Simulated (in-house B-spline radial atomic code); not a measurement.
Successive ionisation energies of hafnium; each step leads to the configuration of the next row (after the last: [Ar] 3d10 4s2 4p1). Dirac energy differences include first-order Breit, QED and recoil terms. NIST's values go from ground level to ground level; the uncertainty of those that are theory runs from under 0.1 % in few-electron ions to several per cent in heavy many-electron ones. Computed with an all-electron radial atomic-structure program (B-spline basis): Dirac-Hartree-Fock, average of the configuration, finite nuclei.

```tsv
ion	configuration	ionisation energy (eV)	tabulated value (eV)	tabulated kind	computed minus tabulated (eV)	highest orbital	largest mean radius (bohr)
Hf26+	[Kr] 4d10	1007.3	1002	tabulated theory	5.3	4d5/2	0.47461
Hf27+	[Kr] 4d9	1054.8	1047	tabulated theory	7.8	4d5/2	0.47011
Hf28+	[Kr] 4d8	1102.9	1094	tabulated theory	8.9	4d5/2	0.46597
Hf29+	[Kr] 4d7	?	?	tabulated theory	?	?	?
Hf30+	[Kr] 4d6	1201.0	1195	tabulated theory	6.0	4d5/2	0.45795
Hf31+	[Kr] 4d5	1251.0	1245	tabulated theory	6.0	4d5/2	0.45406
Hf32+	[Kr] 4d4	1301.6	1311	tabulated theory	-9.4	4d5/2	0.45077
Hf33+	[Kr] 4d3	1352.9	1362	tabulated theory	-9.1	4d5/2	0.44806
Hf34+	[Kr] 4d2	?	?	tabulated theory	?	?	?
Hf35+	[Kr] 4d1	1457.4	1467	tabulated theory	-9.6	4d5/2	0.44271
Hf36+	[Ar] 3d10 4s2 4p6	1695.6	1669	tabulated theory	26.6	4p3/2	0.44007
Hf37+	[Ar] 3d10 4s2 4p5	?	?	tabulated theory	?	?	?
Hf38+	[Ar] 3d10 4s2 4p4	1801.8	1776	tabulated theory	25.8	4p3/2	0.43452
Hf39+	[Ar] 3d10 4s2 4p3	1855.5	1827	tabulated theory	28.5	4p3/2	0.43194
Hf40+	[Ar] 3d10 4s2 4p2	1909.8	1963	tabulated theory	-53.2	4p3/2	0.4294
```

Fill in the row of Hf29+.

ionisation energy (eV): 1151.6; tabulated value (eV): 1146; computed minus tabulated (eV): 5.6; highest orbital: 4d5/2; largest mean radius (bohr): 0.46192.

Fill in the row of Hf34+.

ionisation energy (eV): 1404.8; tabulated value (eV): 1417; computed minus tabulated (eV): -12.2; highest orbital: 4d5/2; largest mean radius (bohr): 0.44537.

Fill in the row of Hf37+.

ionisation energy (eV): 1748.4; tabulated value (eV): 1719; computed minus tabulated (eV): 29.4; highest orbital: 4p3/2; largest mean radius (bohr): 0.43714.

Where a p, d or f electron is removed, the computed value is a mean over both j, so it misses the tabulated one by a part of the spin-orbit splitting; averaging over terms and missing correlation add to the gap, relatively most at low charge.
